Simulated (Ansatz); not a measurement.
Energy needed to pull apart AsH₃Se (SMILES [AsH2][SeH]), singlet, into free ground-state atoms, from the structure below (displaced at random from a GFN2-xTB minimum); no zero-point or spin–orbit terms; open-shell atoms are treated unrestricted, in their ground-state multiplicity.

```xyz
5
angstrom
As -0.3488 -0.7951 0.2172
Se 0.6288 1.2485 -0.0373
H -0.1863 -1.2299 -1.1803
H -1.6782 -0.2569 -0.0052
H 1.6312 1.0654 0.9839
```

Program: Ansatz 0.2.0. Basis: def2-TZVPP. Cores are frozen in the correlated methods. Filled d shells of the heavier atoms are correlated. The def2 sets are not built for correlating such inner shells, so the correlated values are less sure here.

```csv
method,atomization energy (kJ/mol)
SPW92,1357
PBE-D4,1160
r2SCAN-D4,1156
PBE0-D4,?
CAM-B3LYP-D4,1155
wB97M-V,1146
HF,?
MP2,1095
CCSD,1097
CCSD(T),1117
```

(1) What does PBE0-D4 give? (To be estimated.)

(2) What does HF give? (To be estimated.)

T1 diagnostic: at most 0.010.

## Answers

(1) Computed: 1139 kJ/mol, which is about 22 kJ/mol more than CCSD(T)/def2-TZVPP.

(2) Computed: 722 kJ/mol, which is about 396 kJ/mol less than CCSD(T)/def2-TZVPP.

In triple zeta the MP2 and coupled-cluster atomization energies are still short of their basis limit by a few kcal/mol a bond, whereas those of the functionals are nearly converged, so these differences are not deviations from converged CCSD(T).

For scale, one of the runs: CCSD(T)/def2-TZVPP forces, 138 basis functions (an equivalent command: `ansatz run in.yaml --threads 4`). The run took 65 s on 4 CPU threads (shared host), with 1.2 GiB of host memory at its peak.
